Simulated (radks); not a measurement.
The numbers below are computed, except where a source is named.
Effect of the nuclear size on neutral osmium, [Xe] 4f14 5d6 6s2. Code: a radial shooting solver on a logarithmic mesh with Libxc functionals. Model: Dirac Kohn-Sham, exchange-only LDA, spin-unpolarised, spherical densities, finite nucleus; open shells are shared between the two j in proportion to 2j + 1; Fermi nuclear charge, rms radius 5.4126 fm. The rms radius is varied about that value; shifts are against it.

rms radius (fm)  total energy shift (eV)  density at nucleus (e/bohr^3)  1s1/2 shift (meV)  2s1/2 shift (meV)  5s1/2 shift (meV)  5p1/2 shift (meV)  6s1/2 shift (meV)  5d5/2 shift (meV)  6p1/2 (empty) shift (meV)
4.5574                             -21.2                      1.777e+06              -8560              -1230              -12.1              0.591             -0.810              0.734                      0.241
4.9363                             -12.1                      1.726e+06              -4880               -701              -6.92              0.337             -0.462              0.419                      0.138
5.4126                                 0                      1.668e+06              0.000              0.000              0.000              0.000              0.000              0.000                      0.000
5.943                               14.3                      1.612e+06               5770                828               8.17             -0.397              0.545             -0.495                     -0.163
6.2732                              23.6                       1.58e+06               9530               1370               13.5             -0.655              0.901             -0.817                     -0.269

Slopes of the eigenvalues against <r^2> in GHz/fm^2, as finite differences over the two radii next to the reference (eigenvalue slopes, not the field-shift constants of lines): 1s1/2 235000, 2s1/2 33700, 5s1/2 333, 5p1/2 -16.2, 6s1/2 22.2, 5d5/2 -20.2, 6p1/2 (empty) -6.63.
